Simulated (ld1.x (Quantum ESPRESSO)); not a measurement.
## Logarithmic derivatives: Br (Z = 35), ultrasoft

ld1.x (Quantum ESPRESSO) 7.5 input, shortened:

```
&input
   title='Br', zed=35., rel=2, dft='PBESOL', iswitch=3,
   config='[Ar] 3d10 4s2 4p4.75', rel_dist='average'
 /
 &inputp
   pseudotype=3, tm=.true., lloc=-1, rcloc=1.05,
   nlcc=.true., new_core_ps=.true., rcore=0.90,
   which_augfun='PSQ', rmatch_augfun_nc=.true.
 /
6
4S  1  0   2.00   0.00  1.15  1.50  0.0
4S  1  0   0.00  -0.95  1.15  1.50  0.0
4P  2  1   4.75   0.00  1.40  1.80  0.0
4P  2  1   0.00  -0.45  1.40  1.80  0.0
3D  3  2  10.00   0.00  1.05  1.30  0.0
3D  3  2   0.00  -1.60  1.05  1.30  0.0
 &test
   configts(1)='3d10 4s2 4p4.75'
 /
```

Open shells are filled in proportion to 2j + 1 (rel_dist='average').

The phase is arctan(r·u′/u) with u = r·R(r), unwrapped; energies in Ry, scanned from -7 to 5 Ry. A pole is an energy at which the radial function vanishes at the test radius. The pseudo phase is shifted by a multiple of π to meet the all-electron one at the reference energy, and phase errors are pseudo minus all-electron; the curves can meet again beyond the range given. Levels narrower than the energy grid can be missing from the lists of poles.

```
channel  radius (bohr)  reference energy (Ry)  poles, all-electron  poles, pseudo  unbroken range about the reference energy with phases within 0.05 rad  phase error 1 Ry above the reference energy (rad)
      s           1.94                  -1.66                 0.45    -2.73, 0.45                                                             above -2.7                                             -0.000
   p1/2           1.94                  -0.77                 2.05           2.04                                                        the whole range                                             -0.000
   p3/2           1.94                  -0.73                 2.21           2.20                                                        the whole range                                             -0.000
   d3/2           1.94                  -5.14                -5.11    -5.11, 4.62                                                        the whole range                                             -0.000
   d5/2           1.94                  -5.06                -5.03    -5.03, 4.65                                                        the whole range                                             -0.000
```

Note: ghost state, extra bound levels that the all-electron valence spectrum of the same l lacks: s at -36.4 eV. A true bound ghost makes a file unfit for plane-wave use.

Phases in the d5/2 channel:

```csv
E (Ry),all-electron,pseudo
-7.00,1.369,1.369
-6.48,1.358,1.358
-5.96,1.344,1.343
-5.44,1.309,1.309
-4.92,-1.718,-1.718
-4.40,-1.794,-1.794
-3.88,-1.819,-1.819
-3.36,-1.841,-1.841
-2.84,-1.865,-1.865
-2.32,-1.894,-1.894
-1.80,-1.932,-1.932
-1.28,-1.983,-1.983
-0.76,-2.057,-2.057
-0.24,-2.172,-2.173
0.28,-2.374,-2.378
0.80,-2.766,-2.781
1.32,-3.417,-3.453
1.84,-3.983,-4.018
2.36,-4.286,-4.315
2.88,-4.448,-4.474
3.40,-4.547,-4.572
3.92,-4.615,-4.641
4.44,-4.665,-4.694
4.96,-4.705,-4.739
```
